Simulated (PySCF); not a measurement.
## Ca²⁺ (calcium, charge +2) across methods

[Ar], closed-shell 1S. Computed with PySCF 2.14 in def2-QZVPPD (11s6p4d3f, 70 functions), with the non-relativistic Hamiltonian (point nucleus).

| method | E (hartree) | mean ε 2p (eV) | mean ε 3s (eV) | mean ε 3p (eV) | Σ⟨r²⟩ (bohr²) | ⟨S²⟩ |
| --- | --- | --- | --- | --- | --- | --- |
| wB97X | -676.924 | -359.81 | -68.039 | -47.944 | 15.33 | 0.000 |
| M06-L | -676.914 | -354.07 | -63.584 | -43.689 | 15.26 | 0.000 |
| LDA | -675.060 | -350.25 | -61.695 | -43.173 | 15.42 | 0.000 |
| r2SCAN | -676.877 | -354.23 | -63.395 | -43.775 | 15.36 | 0.000 |
| PW91 | -676.899 | -350.68 | -61.917 | -43.201 | 15.39 | 0.000 |
| PBE0 | -676.733 | -359.43 | -65.607 | -45.411 | 15.37 | 0.000 |
| UHF | -676.15407 | -385.83 | -75.594 | -51.071 | 15.43 | 0.000 |
| PBE | -676.680 | -350.28 | -61.846 | -43.110 | 15.40 | 0.000 |
| revPBE | -676.806 | -350.14 | -61.852 | -43.080 | 15.39 | 0.000 |
